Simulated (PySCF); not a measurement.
**Single point on BeO⁺**

State: ²Π (doublet), unpaired electrons π ↑.

An equivalent input (the run itself took its basis sets from the Basis Set Exchange, started from a PBE0 density and held the occupation σ 4α 4β, πx 1α 0β, πy 1α 1β):

```python
from pyscf import gto, dft
mol = gto.M(atom='Be 0 0 0; O 0 0 1.447', basis={'Be': 'aug-pcseg-1', 'O': 'aug-pcseg-1'},
            charge=1, spin=1, verbose=4, symmetry='C2v')
mf = dft.UKS(mol, xc='M06')
mf.grids.atom_grid = (80, 434)
mf.grids.prune = dft.gen_grid.treutler_prune
mf.irrep_nelec = {'A1': (4, 4), 'B1': (1, 0), 'B2': (1, 1)}
mf.conv_tol = 1e-9
mf.max_cycle = 60
mf.diis_space = 10
mf.kernel()
```

The log (some set-up lines and the per-cycle HOMO/LUMO lines removed):

```
******** <class 'pyscf.dft.uks_symm.SymAdaptedUKS'> ********
method = SymAdaptedUKS
damping factor = 0
level_shift factor = 0
DIIS = <class 'pyscf.scf.diis.CDIIS'>
diis_start_cycle = 1
diis_space = 10
diis_damp = 0
SCF conv_tol = 1e-09
SCF conv_tol_grad = None
SCF max_cycles = 60
number electrons alpha = 6  beta = 5
Set gradient conv threshold to 3.16228e-05
init E= -89.4823233321018
cycle= 1 E= -89.4828543840001  delta_E= -0.000531  |g|= 0.026  |ddm|= 0.0534
cycle= 2 E= -89.4824381363514  delta_E= 0.000416  |g|= 0.0411  |ddm|= 0.0485
cycle= 3 E= -89.4831594381353  delta_E= -0.000721  |g|= 0.00111  |ddm|= 0.0286
cycle= 4 E= -89.4831617546867  delta_E= -2.32e-06  |g|= 0.00022  |ddm|= 0.00287
cycle= 5 E= -89.4831618458106  delta_E= -9.11e-08  |g|= 4.5e-05  |ddm|= 0.000592
cycle= 6 E= -89.4831618472517  delta_E= -1.44e-09  |g|= 3.14e-06  |ddm|= 6.7e-05
cycle= 7 E= -89.4831618472621  delta_E= -1.04e-11  |g|= 5.01e-07  |ddm|= 5.58e-06
Extra cycle  E= -89.4831618472624  delta_E= -2.7e-13  |g|= 2.06e-07  |ddm|= 9e-07
converged SCF energy = -89.4831618472624  <S^2> = 0.75691649  2S+1 = 2.0069046
```

Repeating this along the bond gives Re = 1.440 Å and ωe = 1234 cm⁻¹.

A point of this curve took 0.63 CPU seconds beside 0.017 for the integrals (shared host).

The state was picked by a PBE0 search and need not be the measured ground state.
